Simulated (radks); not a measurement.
Polarisability of the tin ion Sn4+, [Kr] 4d10, at imaginary frequency. Calculated with a radial shooting solver on a logarithmic mesh with Libxc functionals: non-relativistic Kohn-Sham, PBE, spin-polarised, spherical densities, point nucleus; relativity is left out, which matters for an element this heavy. Response by self-consistent Sternheimer equations with the Hartree and adiabatic LDA kernel.

w (hartree)  alpha1(iw) (bohr^3)  alpha2(iw) (bohr^5)
0.00266                    2.317                4.778
0.0143                     2.317                4.778
0.0360                     2.316                4.775
0.0697                     2.314                4.765
0.118                      2.307                4.740
0.186                      2.294                4.686
0.280                      2.266                4.579
0.413                      2.211                4.381
0.605                      2.106                4.051
0.892                      1.920                3.564
1.35                       1.616                2.933
2.12                       1.184                2.185
3.59                      0.6840                1.358
6.94                      0.2727               0.5859
17.5                     0.06447               0.1240

Static values: alpha1 = 2.317 bohr^3 (0.3433 angstrom^3; uncoupled 3.415), alpha2 = 4.778 bohr^5, alpha3 = 14.89 bohr^7. C6 = 8.861, C8 = 85.41, triple-dipole C9 = 14.68 atomic units. One-pole (London) frequency 4 C6 / (3 alpha1^2) = 2.201 hartree, against 2.515 for minus the highest occupied eigenvalue.
